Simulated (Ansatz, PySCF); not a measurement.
2-methylbut-1-ene (C5H10), SMILES C=C(C)CC. Atoms are numbered in the order given.

```xyz
15

C     -0.9292    -1.4718     0.5757
C     -0.5075    -0.2496     0.2306
C     -1.3892     0.7133    -0.5088
C      0.8813     0.2284     0.5676
C      1.7554     0.5107    -0.6514
H     -1.9377    -1.8188     0.3326
H     -0.2791    -2.1661     1.1161
H     -1.4773     1.6660     0.0408
H     -0.9729     0.9610    -1.4992
H     -2.3990     0.3072    -0.6595
H      0.8015     1.1499     1.1735
H      1.3732    -0.5211     1.2075
H      2.7657     0.8231    -0.3468
H      1.8544    -0.3877    -1.2803
H      1.3404     1.3139    -1.2795
```

Coordinates come from a PBE0-D3(BJ)/def2-SVP optimisation. One conformer was computed; it need not be the lowest.

Two levels are set side by side: PBE-D3(BJ)/def2-SVP (Ansatz, a first-principles code) and PBE0-D3(BJ)/def2-SVP (Ansatz). Each level has its own optimised geometry; the coordinates shown are those of the second. Frequencies come from the Hessian of PySCF at each geometry. Differences are taken from unrounded values.

```
quantity                            PBE0-D3(BJ)
----------------------------------  -----------
mean bond length (Å)                      1.205
bond C1–C2 (Å)                            1.338
bond C2–C3 (Å)                            1.500
bond C2–C4 (Å)                            1.507
bond C4–C5 (Å)                            1.526
bond C1–H6 (Å)                            1.094
bond C1–H7 (Å)                            1.094
bond C3–H8 (Å)                            1.103
bond C3–H9 (Å)                            1.103
bond C3–H10 (Å)                           1.099
bond C4–H11 (Å)                           1.106
bond C4–H12 (Å)                           1.101
bond C5–H13 (Å)                           1.101
bond C5–H14 (Å)                           1.101
bond C5–H15 (Å)                           1.101
highest harmonic wavenumber (cm⁻¹)         3256
mean harmonic wavenumber (cm⁻¹)            1538
zero-point energy (kcal/mol)              85.76
```

Task: What does PBE-D3(BJ) give, and how far is it from PBE0-D3(BJ)? (An estimate is asked for; the answer gives what the named calculation found.)

Result: 
| quantity | PBE-D3(BJ) | PBE-D3(BJ) minus PBE0-D3(BJ) |
|---|---|---|
| mean bond length (Å) | 1.214 | 0.008 |
| bond C1–C2 (Å) | 1.349 | 0.011 |
| bond C2–C3 (Å) | 1.508 | 0.007 |
| bond C2–C4 (Å) | 1.515 | 0.008 |
| bond C4–C5 (Å) | 1.536 | 0.010 |
| bond C1–H6 (Å) | 1.102 | 0.008 |
| bond C1–H7 (Å) | 1.102 | 0.008 |
| bond C3–H8 (Å) | 1.112 | 0.009 |
| bond C3–H9 (Å) | 1.111 | 0.009 |
| bond C3–H10 (Å) | 1.107 | 0.008 |
| bond C4–H11 (Å) | 1.114 | 0.009 |
| bond C4–H12 (Å) | 1.110 | 0.008 |
| bond C5–H13 (Å) | 1.109 | 0.008 |
| bond C5–H14 (Å) | 1.109 | 0.008 |
| bond C5–H15 (Å) | 1.109 | 0.008 |
| highest harmonic wavenumber (cm⁻¹) | 3162 | -93 |
| mean harmonic wavenumber (cm⁻¹) | 1489 | -49 |
| zero-point energy (kcal/mol) | 83.03 | -2.74 |

GGA bonds tend to be longer and softer than those of functionals with exact exchange. Differences between two approximate levels are no errors against the true value.
